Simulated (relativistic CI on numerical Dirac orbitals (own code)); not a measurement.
**One change at a time: Hg⁶⁺**

Base calculation: Dirac-Coulomb-Breit CI, separate exchange-only KLI orbitals for each configuration, model QED, unscaled Slater integrals.

CI space (outside the closed core [Kr] 4d10 4f14): 5s²5p⁶5d⁶, 5s²5p⁶5d⁵6s, 5s²5p⁶5d⁵5f, 5s²5p⁶5d⁵6p, 5s²5p⁵5d⁷, 5s²5p⁶5d⁵5g, 5s²5p⁶5d⁵6d, 5s²5p⁶5d⁵7s, 5s²5p⁶5d⁴6s6p, 5s²5p⁶5d⁵7p, 5s²5p⁶5d⁵7d, 5s5p⁶5d⁷, 5s²5p⁶5d⁴6s², 5s²5p⁶5d³5f6s², 5s²5p⁶5d³6s²6p, 5s²5p⁶5d³5g6s², 5s²5p⁶5d³6s²6d. Double excitations out of closed p, d and f shells are left out; levels of such configurations are missing from the list, as are those of other unlisted configurations, and high levels can miss mixing partners.

Variants: (1) P86 correlation estimate; (2) configuration mixing switched off. Shifts of the energy above 5s²5p⁶5d⁶ ⁵D4, in cm⁻¹, for the lowest level and the first level of each name with at least 55 % of one term (blank where a level changes its place among those of its configuration and J or its character, or is not in the variant):

```tsv
Level	Base	Δ(1)	Δ(2)
5s²5p⁶5d⁶ ⁵D4	0.0	0.0	0.0
5s²5p⁶5d⁶ ⁵D3	10809.0	+3.2	+70.2
5s²5p⁶5d⁶ ⁵D0	14958.7	+7.4	+307.9
5s²5p⁶5d⁶ ⁵D1	15091.4	+5.6	+252.6
5s²5p⁶5d⁶ ³H6	29078.8	-7.2	-357.6
5s²5p⁶5d⁶ ³F2	34741.9	+8.3	+1007.7
5s²5p⁶5d⁶ ¹S0	41607.7	+30.6	+1180.2
5s²5p⁶5d⁶ ³D1	43581.8	+30.6	+1442.6
5s²5p⁶5d⁶ ³G4	44985.0	+12.1	+520.3
5s²5p⁶5d⁶ ³D2	45160.9	+24.2	+1169.5
5s²5p⁶5d⁶ ³D3	48263.8	+28.1	+1244.2
5s²5p⁶5d⁶ ³P0	52289.6	+22.0	+1612.5
5s²5p⁶5d⁶ ¹I6	52424.5	-5.9	-377.3
5s²5p⁶5d⁶ ¹F3	55731.6	+20.5	+1186.0
```

At this charge configurations can still be misplaced by up to about 7 % of their energy. Terms inside the open d or f shell come out 10 to 20 % too wide with unscaled integrals. Levels and lines within the n = 5 or 6 shells can be off by up to 10 % or somewhat more, and those that change n by about 2 %, since core polarisation is missing.

Ionisation energy from the two ground configurations alone: base 94.28 eV; P86 correlation estimate 95.78 eV. The NIST ASD value (measured) is 93 eV.

LS names give the leading component of a level, which can be under half, so a name can repeat, a term be missing and a line seem to break the LS rules.
